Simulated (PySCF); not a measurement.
C4H7B, SMILES B(C)(C#C)C.

Geometry optimised at B3LYP-D3(BJ)/def2-SVP.

Computed with TDA-PBE/def2-SVPD (PySCF).

Vertical excitations.  State labels are in the subgroup C2.

Computed excitation energies, oscillator strengths and character:
| state | symmetry | energy (eV) | λ (nm) | f | main pairs |
|---|---|---|---|---|---|
| S1 | A | 4.19 | 296 | 0.000 | HOMO→LUMO 100 % |
| S2 | A | 5.61 | 221 | 0.015 | HOMO−2→LUMO 77 %, HOMO−1→LUMO 18 % |
| S3 | A | 5.64 | 220 | 0.081 | HOMO−1→LUMO 59 %, HOMO−2→LUMO 23 %, HOMO→LUMO+2 17 % |
| S4 | B | 6.00 | 207 | 0.005 | HOMO−3→LUMO 99 % |
| S5 | B | 6.46 | 192 | 0.039 | HOMO→LUMO+1 100 % |
| S6 | B | 7.11 | 174 | 0.010 | HOMO−1→LUMO+1 100 % |
| S7 | A | 7.18 | 173 | 0.000 | HOMO−5→LUMO 85 %, HOMO−1→LUMO+2 14 % |
| S8 | A | 7.24 | 171 | 0.001 | HOMO−1→LUMO+2 84 %, HOMO−5→LUMO 14 % |
| S9 | B | 7.26 | 171 | 0.102 | HOMO−4→LUMO 96 % |
| S10 | B | 7.49 | 166 | 0.016 | HOMO→LUMO+3 100 % |
| T1 | A | 3.87 | 321 | 0 | HOMO→LUMO 99 % |
| T2 | A | 4.13 | 300 | 0 | HOMO−1→LUMO 97 % |
| T3 | A | 5.26 | 236 | 0 | HOMO−2→LUMO 98 % |
| T4 | B | 5.53 | 224 | 0 | HOMO−3→LUMO 99 % |
Triplets are in the Tamm–Dancoff approximation.
